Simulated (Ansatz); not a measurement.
Cost and result for the atomization energy of C5H5F3O3 (`CO/C(O)=C\C(=O)C(F)(F)F`) (16 atoms, 15 bonds).

```json
{"atom": "C1", "x (Å)": "2.056", "y (Å)": "-0.605", "z (Å)": "0.349"}
{"atom": "O2", "x (Å)": "1.062", "y (Å)": "0.311", "z (Å)": "-0.108"}
{"atom": "C3", "x (Å)": "0.267", "y (Å)": "-0.079", "z (Å)": "-1.098"}
{"atom": "O4", "x (Å)": "0.856", "y (Å)": "-0.620", "z (Å)": "-2.172"}
{"atom": "C5", "x (Å)": "-1.072", "y (Å)": "0.077", "z (Å)": "-1.093"}
{"atom": "C6", "x (Å)": "-1.950", "y (Å)": "0.476", "z (Å)": "-0.019"}
{"atom": "O7", "x (Å)": "-3.131", "y (Å)": "0.664", "z (Å)": "-0.193"}
{"atom": "C8", "x (Å)": "-1.425", "y (Å)": "0.648", "z (Å)": "1.435"}
{"atom": "F9", "x (Å)": "-0.720", "y (Å)": "-0.424", "z (Å)": "1.838"}
{"atom": "F10", "x (Å)": "-2.437", "y (Å)": "0.791", "z (Å)": "2.275"}
{"atom": "F11", "x (Å)": "-0.644", "y (Å)": "1.726", "z (Å)": "1.552"}
{"atom": "H12", "x (Å)": "2.421", "y (Å)": "-0.197", "z (Å)": "1.287"}
{"atom": "H13", "x (Å)": "1.617", "y (Å)": "-1.590", "z (Å)": "0.520"}
{"atom": "H14", "x (Å)": "2.893", "y (Å)": "-0.685", "z (Å)": "-0.351"}
{"atom": "H15", "x (Å)": "1.787", "y (Å)": "-0.370", "z (Å)": "-2.196"}
{"atom": "H16", "x (Å)": "-1.583", "y (Å)": "-0.121", "z (Å)": "-2.026"}
```

The species carries charge 0 and has multiplicity 1. The geometry is a stationary point of PBE0-D4/def2-TZVP. It is one conformer, not always the lowest. Program: Ansatz. All runs use 4 threads of an AMD EPYC 7R13 on a shared host and a share of an NVIDIA H100 80 GB. Times are those of one run each, without the atoms' runs, and a repeat can differ threefold. Electronic energies, without spin–orbit coupling; frozen cores. CCSD(T)/CBS adds CCSD(T) − MP2 in def2-TZVPP to the MP2 limit, and its time is that of the two runs behind it. T1 = 0.014.

CCSD(T)/CBS is a level of theory with its own doubt, some kJ/mol a heavy atom from the limit and from the frozen cores, so smaller differences don't rank the functionals.

| level | functions | wall time |
| --- | --- | --- |
| CAM-B3LYP-D4/def2-TZVPP | 411 | 3.8 s |
| LDA (SPW92)/def2-TZVPP | 411 | 4.6 s |
| B2PLYP/def2-TZVPP | 411 | 5.5 s |
| B97M-V/def2-TZVPP | 411 | 6.5 s |
| BHLYP-D4/def2-TZVPP | 411 | 7.5 s |
| PBE-D4/def2-TZVPP (with forces) | 411 | 7.5 s |
| MP2/def2-QZVPP | 777 | 7.5 s |
| ωB97M-V/def2-TZVPP (with forces) | 411 | 8 s |
| PBE-QIDH/def2-TZVPP | 411 | 8 s |
| CCSD(T)/def2-SVP | 179 | 9 s |
| ωB97X-V/def2-TZVPP | 411 | 12 s |
| CCSD(T)/def2-TZVPP | 411 | 41 s |
| CCSD(T)/CBS(def2) | – | 48 s |

(1) What atomization energy does each give, and how far from CCSD(T)/CBS? (Estimate.)

## Answers

(1) Computed: 
```
                           level  atomization (kJ/mol)  difference from CCSD(T)/CBS  per bond
         CAM-B3LYP-D4/def2-TZVPP                6977.8                         58.9       3.9
          LDA (SPW92)/def2-TZVPP                8364.0                       1445.1      96.3
               B2PLYP/def2-TZVPP                6858.1                        -60.8      -4.1
               B97M-V/def2-TZVPP                6951.4                         32.5       2.2
             BHLYP-D4/def2-TZVPP                6555.8                       -363.1     -24.2
 PBE-D4/def2-TZVPP (with forces)                7273.3                        354.4      23.6
                  MP2/def2-QZVPP                7114.7                        195.8      13.1
ωB97M-V/def2-TZVPP (with forces)                6966.3                         47.4       3.2
             PBE-QIDH/def2-TZVPP                6898.3                        -20.6      -1.4
                CCSD(T)/def2-SVP                6604.1                       -314.8     -21.0
              ωB97X-V/def2-TZVPP                6954.7                         35.8       2.4
              CCSD(T)/def2-TZVPP                6723.5                       -195.4     -13.0
               CCSD(T)/CBS(def2)                6918.9                          0.0       0.0
```

From BLYP to BHLYP (50 % exact exchange), in def2-TZVPP and without D4, the atomization energy moves by −401.0 kJ/mol: exact exchange takes away binding that semilocal exchange gives to molecules. The D4 term adds +61.9 kJ/mol with B3LYP and +33.4 kJ/mol with PBE0; it sums over pairs of atoms, weighted by their polarisabilities, and B3LYP, whose exchange is more repulsive, gets the larger term. At CCSD(T), def2-SVP lies −314.9 kJ/mol from the extrapolated value and def2-TZVPP −195.5 kJ/mol: correlation converges slowly with the basis, and small sets miss more of it in the bonded molecule than in its fragments.

B3LYP here is the variant with VWN-RPA as its local correlation; programs differ in this.
